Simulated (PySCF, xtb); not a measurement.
CH6O2Si2, SMILES O[Si@H]1OC[SiH2]1.

GFN2-xTB (xtb) at its own geometry gives an orbital gap of 3.94 eV and a dipole moment of 1.73 D.

Coordinates come from a ωB97X-D3(BJ)/def2-SVP optimisation. The structure was generated by enumeration; whether it is a known compound was not checked. One conformer was computed; it need not be the lowest.

Q: What does PBE/def2-TZVP run with PySCF give? (The exact figures need the calculation; the answer reports its results.)

A: gap 5.16 eV (levels -6.32 and -1.16 eV), dipole 1.81 D.
